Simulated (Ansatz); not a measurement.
Molecule: SiS, charge -1, multiplicity 2. 
Structure (B3LYP-D3(BJ)/def2-TZVP (Ansatz, an electronic-structure program) minimum search):
```xyz
2

Si     0.0000     0.0000    -1.0889
S      0.0000     0.0000     0.9528
```
Charge -1, spin multiplicity 2.

Basis-set convergence of Hartree-Fock and CCSD correlation energies (hartree) with Ansatz. Valence correlation only, unless marked. Open shells are spin-unrestricted. Spin-orbit coupling is left out. No relativistic terms.

```csv
basis,functions,E(HF),"E(corr, CCSD)"
def2-SVPD,51,-686.27142,-0.23860
def2-TZVPPD,99,-686.50237,-0.29183
def2-QZVPPD,155,-686.52168,-0.31092
```

Extrapolating the two largest sets (X = 3 and 4) as X^-3: E(corr) = (64·(-0.31092) - 27·(-0.29183))/37 = -0.3249 Eh, an estimate of the basis-set limit. The largest set recovers 95.7 % of it, the smallest 73.4 %.
